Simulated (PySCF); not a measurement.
Species: CH8O2SeSi3.
SMILES: `O=C[SiH2][Se][SiH2]O[SiH3]`

Theory: TDDFT B3LYP/def2-SVPD, vertical, gas phase, core orbitals frozen in the response (PySCF). Isolated species at its GFN2-xTB geometry (one conformer only). Note that the optimisation stopped short of convergence; the values belong to its last geometry. The B3LYP/def2-SVPD calculation is non-relativistic and has no spin–orbit coupling, an omission that weighs most on selenium.

Task: Predict the UV-vis stick spectrum at this level.

Result: 

```csv
state,E (eV),E (hartree),f,"main configurations (H = HOMO, L = LUMO)"
S1,3.43,0.1261,0.0014,"H-1→L (58%), H→L (35%)"
S2,3.50,0.1285,0.0029,"H→L (65%), H-1→L (32%)"
S3,4.78,0.1757,0.0002,"H-2→L (85%), H-1→L (10%)"
S4,5.04,0.1852,0.012,H→L+1 (98%)
S5,5.23,0.1921,0.0052,H-3→L (98%)
S6,5.30,0.1948,0.0013,H→L+2 (94%)
S7,5.57,0.2048,0.0007,H-4→L (90%)
S8,5.78,0.2125,0.015,H→L+3 (97%)
```

Triplets, Tamm–Dancoff:

```json
{"state": "T1", "E (eV)": "2.81", "λ (nm)": "441.9", "main configurations (H = HOMO, L = LUMO)": "H-1→L (86%), H-2→L (12%)"}
{"state": "T2", "E (eV)": "3.42", "λ (nm)": "362.3", "main configurations (H = HOMO, L = LUMO)": "H→L (99%)"}
{"state": "T3", "E (eV)": "4.71", "λ (nm)": "263.2", "main configurations (H = HOMO, L = LUMO)": "H-2→L (76%), H-1→L (12%)"}
```

The lowest singlet comes at 361 nm (331 kJ/mol) in the ultraviolet; it is very weak; its leading configuration is HOMO-1→LUMO (58%). The strongest level in the table is S8 at 5.78 eV (214 nm, f = 0.015). It is the last of those listed, so stronger ones may follow. Löwdin shares by element: HOMO selenium 72%, silicon 19% or more; LUMO carbon 42%, oxygen 35% or more, silicon 10% or more, hydrogen 6% or more. Of the 8 states listed, 2 reach f = 0.01 and 1 stays under 0.0005. The oscillator strengths of these states sum to 0.039; summed over the whole spectrum of an exact calculation they would give the number of electrons, 106 (Thomas–Reiche–Kuhn). Orbital energies (eV): HOMO-3 -8.27, HOMO-2 -8.12, HOMO-1 -7.48, HOMO -6.72, LUMO -2.41, LUMO+1 -0.71, LUMO+2 -0.40. No computed singlet lies in the visible range (380 to 750 nm); the lowest, at 361 nm, stands 0.17 eV above its violet end (3.26 eV); a Tamm–Dancoff triplet lies at 442 nm, without intensity as long as spin–orbit coupling is left out. Only the lowest 8 singlets were computed, as vertical energies without vibronic structure.

On one thread, Arm Neoverse N1 (aarch64), shared host with 64 logical CPUs at a one-minute load of 56, this took 1.8 min wall (grids of density and orbitals included) and 0.98 GiB of memory at its peak.
